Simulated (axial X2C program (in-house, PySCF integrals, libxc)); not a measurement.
**CuH⁻: cheaper levels and CCSD(T), two-component**

Computed with an axial X2C code built on PySCF integrals. Two-component (2c) means X2C with spin–orbit coupling and atomic mean-field two-electron Coulomb and Gaunt terms. Basis: Cu dyall-acv3z [10s10p7d4f2g], H dyall-av3z [7s3p2d] (cores contracted in-house); Gaussian nuclei, density fitting, unrestricted open shells. Masses: Cu 62.930 u, H 1.008 u.

State: Ω = 1/2 (⟨Sz⟩ = 0.50, ⟨Lz⟩ = 0.00 at HF); fragments Cu- + H.

```tsv
level	Re (Å)	ωe (cm⁻¹)	De (eV)
PBE0	1.523	1646.2	2.08
HF	1.606	1411.9	1.59
MP2	1.484	1784.0	2.11
CCSD	1.540	1558.5	1.96
r2SCAN	1.507	1704.0	2.30
```

Correlated methods: 13 electrons correlated (number of frozen shells: Cu 3 s, 2 p; H none), 229 virtual spin orbitals or spinors in MP2, 90 natural virtuals in coupled cluster.

CCSD(T), same Hamiltonian and basis:

Re = 1.530 Å, ωe = 1606.3 cm⁻¹; T1 = 0.041 (Lee–Taylor normalisation).

Q: Give the differences from CCSD(T) in the columns below.

A: 

| level | ΔRe (Å) | Δωe (cm⁻¹) |
| --- | --- | --- |
| PBE0 | -0.007 | 40 |
| HF | 0.076 | -194 |
| MP2 | -0.046 | 178 |
| CCSD | 0.010 | -48 |
| r2SCAN | -0.023 | 98 |

One determinant describes the state; a PBE0 search over occupations chose it and may have missed a lower one. Dissociation energies refer to the lowest single-determinant-based atoms at the same level and basis. De is not given where an atomic determinant may have missed its ground term or J level, or where the truncated virtual space spoils (T). Density functionals use the spin component along the axis (collinear). CCSD and (T) use frozen natural virtuals with an MP2 correction for the truncation; (T) itself is uncorrected, so its De runs slightly low. The highest occupied level of some functionals is positive through self-interaction error; at Hartree–Fock it is bound. The T1 diagnostic is large, a sign of multireference character. Hartree–Fock gets electron affinities wrong, so its lowest charge split need not be the true one.
